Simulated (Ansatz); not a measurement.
`[F][Ti]([F])([F])[Br]` + H₂O → `[OH][Ti]([F])([F])[F]` + HBr at 600 K and 1 bar (formal hydrolysis of a Ti–Br bond).

Gas-phase electronic energies from Ansatz, PBE0-D4/def2-TZVP geometries. CCSD(T)/CBS is the MP2 limit (def2-TZVPP, def2-QZVPP) plus CCSD(T) − MP2 in def2-TZVPP, frozen cores. This one scheme is used for every species. For Br, Ti outer-core shells are correlated without core-valence functions, which leaves a few kJ/mol of doubt a bond. Scalar relativity is left out up to krypton. Each species was taken in one conformer, which may not be the lowest.

```csv
species,CCSD(T)/CBS energy (Eh),H − E (kJ/mol),S (J/(mol·K))
`[F][Ti]([F])([F])[Br]`,-3721.88725,69.8,407.4
H₂O,-76.37941,76.8,212.8
`[OH][Ti]([F])([F])[F]`,-1224.33935,104.8,424.7
HBr,-2573.91920,33.5,219.1
```

H − E and S are ideal-gas, rigid-rotor, harmonic terms from PBE0-D4/def2-TZVP, for one conformer and one mirror image of each species. 1 Eh = 2625.50 kJ/mol, R = 8.31446 J/(mol·K).

Question: By hand: ΔE, ΔH, ΔS and ΔG.

Answer: ΔE = (-1224.33935) + (-2573.91920) − (-3721.88725) − (-76.37941) = 0.00811 Eh = 21.3 kJ/mol. Δ(H − E) = 104.8 + 33.5 − 69.8 − 76.8 = -8.3, so ΔH = 13.0 kJ/mol. ΔS = 424.7 + 219.1 − 407.4 − 212.8 = 23.6 J/(mol·K). ΔG = 13.0 − 600 × (23.6)/1000 = -1.2 kJ/mol.

Question: By hand: the equilibrium constant, and the temperature at which ΔG would vanish if ΔH and ΔS stayed fixed.

Answer: log₁₀ K = −ΔG/(RT ln 10) = 0.1. ΔG = 0 at ΔH/ΔS = 551 K.

TΔS isn't small against ΔH here. The sign of ΔG lies within the doubt. A doubt of 5 kJ/mol in ΔE shifts log₁₀ K by 0.4 here. Other conformers and mirror images would add mixing entropy, several J/(mol·K) or more a flexible species. These are equilibria of isolated gas molecules and say nothing of rates. Largest T1 diagnostic: 0.023 (customary marks: 0.02 for closed shells, 0.045 for open ones).
